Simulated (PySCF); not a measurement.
SeF6: fields on a plane

All numbers come from r2SCAN/[Se def2-TZVP, F def2-TZVP], no relativity, density fitting, PySCF.

The singlet minimum has Se–F 1.698 Å (×6); F–Se–F 90.0° (×12), F–Se–F 180.0° (×3).

The plane holds Se1 at (0.00, 0.00), F2 at (1.70, 0.00), F3 at (0.00, 1.70), F5 at (0.00, -1.70), F7 at (-1.70, 0.00) Å. Columns run from x = -3.75 to 4.05 Å, rows from y = 4.05 (top) to -3.75 Å, in steps of 0.3 Å. Other isomers or separated fragments may lie lower.

Problem. Give the electron localisation function (set to 0 where the density is under 0.005 e/Å³). Lower edges of the bins: '_' 0.000, '.' 0.088, ':' 0.176, '-' 0.264, '=' 0.352, '+' 0.440, '*' 0.527, '#' 0.615, '%' 0.703, '@' 0.791; top 0.88, each point printed twice.

Solution. 
```
______________________________________________________
______________________________________________________
______________________________________________________
______________________________________________________
____________________..::----::..______________________
________________..::==**####**==::..__________________
________________..==##@@@@@@@@##==..__________________
________________..++@@@@****@@@@++..__________________
__________________==%%@@::::@@%%==____________________
________......____..**@@%%%%@@**..____......__________
________::==++==..__::**%%%%**::__..==++==::__________
______..==##@@%%**::::--------::::**%%@@##==..________
______::**@@@@@@@@**--..====..--**@@@@@@@@**::________
______--##@@**::%%%%--==****==--%%%%::**@@##--________
______--##@@**::%%%%--==****==--%%%%::**@@##--________
______::**@@@@@@@@**--..====..--**@@@@@@@@**::________
______..==##@@%%**::::--------::::**%%@@##==..________
________::==++==..__::**%%%%**::__..==++==::__________
________......____..**@@%%%%@@**..____......__________
__________________==%%@@::::@@%%==____________________
________________..++@@@@****@@@@++..__________________
________________..==##@@@@@@@@##==..__________________
________________..::==**####**==::..__________________
____________________..::----::..______________________
______________________________________________________
______________________________________________________
______________________________________________________
```

Problem. Give the electron density (e/Å³) (cut at 5 e/Å³). Lower edges of the bins (e/Å³): '_' 0.000, '.' 0.030, ':' 0.076, '-' 0.151, '=' 0.268, '+' 0.455, '*' 0.750, '#' 1.218, '%' 1.960, '@' 3.136; top 5.00, each point printed twice.

Solution. 
```
______________________________________________________
______________________________________________________
______________________________________________________
______________________________________________________
______________________........________________________
____________________::--====--::______________________
__________________..==**%%%%**==..____________________
________________..::++@@@@@@@@++::..__________________
________________..--**@@@@@@@@**--..__________________
____________......::++%%@@@@%%++::......______________
__________..::--::--==**####**==--::--::..____________
________::==++**++====**####**====++**++==::__________
______..--**@@@@%%****##@@@@##****%%@@@@**--..________
______..==%%@@@@@@####@@@@@@@@####@@@@@@%%==..________
______..==%%@@@@@@####@@@@@@@@####@@@@@@%%==..________
______..--**@@@@%%****##@@@@##****%%@@@@**--..________
________::==++**++====**####**====++**++==::__________
__________..::--::--==**####**==--::--::..____________
____________......::++%%@@@@%%++::......______________
________________..--**@@@@@@@@**--..__________________
________________..::++@@@@@@@@++::..__________________
__________________..==**%%%%**==..____________________
____________________::--====--::______________________
______________________........________________________
______________________________________________________
______________________________________________________
______________________________________________________
```
